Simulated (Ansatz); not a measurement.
`S[SiH2]Cl` + `C=CN[SiH3]` → `C=CN([SiH3])[SiH2]Cl` + H₂S  (ligand exchange at the Si–S bond)

Isolated molecules relaxed with PBE0-D4/def2-TZVP in Ansatz; ΔE leaves out vibrations. CCSD(T)/CBS is the MP2 limit (def2-TZVPP, def2-QZVPP) plus CCSD(T) − MP2 in def2-TZVPP, frozen cores. This one scheme is used for every species. Functionals use def2-TZVPP. Each species was taken in one conformer, which may not be the lowest.

`S[SiH2]Cl`:

```xyz
6

S     0.381    0.721    1.497
Si   -0.151    0.126   -0.467
Cl   -1.562   -1.365   -0.497
H     1.036   -0.421    1.774
H     1.022   -0.390   -1.205
H    -0.726    1.330   -1.103
```

`C=CN[SiH3]`:

```xyz
11

C     1.299   -1.649   -0.530
C     0.240   -0.864   -0.337
N     0.213    0.328    0.361
Si   -1.112    1.437    0.407
H     2.281   -1.393   -0.148
H     1.195   -2.575   -1.076
H    -0.727   -1.157   -0.740
H     1.102    0.606    0.751
H    -0.875    2.342    1.559
H    -1.249    2.261   -0.826
H    -2.369    0.664    0.579
```

`C=CN([SiH3])[SiH2]Cl`:

Cartesian coordinates in Å:
```
C -0.075 -1.948 1.075
C 0.560 -0.803 0.826
N 0.136 0.215 -0.036
Si 1.118 1.655 -0.224
Si -1.362 -0.036 -0.869
Cl -1.673 1.627 -2.032
H 0.356 -2.659 1.765
H -1.021 -2.222 0.620
H 1.504 -0.603 1.325
H 2.292 1.445 0.661
H 0.386 2.873 0.201
H 1.574 1.826 -1.624
H -1.299 -1.215 -1.762
H -2.497 -0.155 0.073
```

H₂S:

Z-matrix (Å, degrees):
```
S
H 1 1.341
H 1 1.341 2 92.3
```

| level | ΔE (eV) |
| --- | --- |
| PBE-D4 | 0.17 |
| ωB97X-V | 0.08 |
| ωB97M-V | 0.06 |
| MP2/CBS(def2) | 0.03 |

**Question.** What does CCSD(T)/CBS give? (Best estimate.)

**Answer.** Ansatz gave: +0.03 eV. The listed levels differ from it by 0.14, 0.05, 0.03, 0.00 eV.

Largest T1 diagnostic among the species: 0.012.

From PBE to PBE0 (25 % exact exchange), in def2-TZVPP and without D4, ΔE moves by −0.04 eV. The D4 term adds −0.16 eV with B3LYP and −0.09 eV with PBE0; it sums over pairs of atoms, weighted by their polarisabilities, and B3LYP, whose exchange is more repulsive, gets the larger term. In def2-TZVPP, CCSD(T) changes the Hartree–Fock value by −0.18 eV (the triples alone add −0.02 eV) and MP2 by −0.18 eV.

B3LYP here is the variant with VWN-RPA as its local correlation; programs differ in this.
